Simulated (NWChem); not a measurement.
System: C$_{2}$H$_{3}$BO; SMILES C(#C)BO

The following NWChem deck was run.

```
start job
memory heap 200 mb stack 900 mb global 1100 mb
geometry units angstroms noautosym nocenter noautoz
  B      0.514266    -0.668974     0.000000
  C      0.084181     0.801066     0.000000
  C     -0.203711     1.983977     0.000000
  H     -0.466285     3.026996     0.000000
  H      1.692164    -0.958042     0.000000
  O     -0.431599    -1.630958     0.000000
  H     -0.056843    -2.517366     0.000000
end
basis spherical
  * library sto-3g
end
dft
  xc hfexch
  iterations 150
end
property
  shielding
end
task dft property
```

STO-3G and 3-21G are far too small for this property and stand as cheap habits. Coordinates come from a PBE0/def2-SVP optimisation.

GIAO values for the isolated, static molecule; σ is the absolute isotropic shielding, δ = σ(reference) − σ with the isolated reference molecule computed at the same levels (11B: boron trifluoride, 13C: tetramethylsilane, 1H: tetramethylsilane, 17O: water).

Atoms are numbered as in the input.

Task: What results follow from this input? (Hartree-Fock/STO-3G, GIAO.) Quantities: δ B1 (ppm); δ C2 (ppm); δ C3 (ppm); δ H4 (ppm); δ H5 (ppm); δ O6 (ppm); δ H7 (ppm).

Result: The δ B1 (ppm) is 28.7, the δ C2 (ppm) is 66.0 and the δ C3 (ppm) is 104.7. The δ H4 (ppm) is 4.22 and the δ H5 (ppm) comes out as 4.40. The δ O6 (ppm) is 94.3 and the δ H7 (ppm) comes out as 5.04.
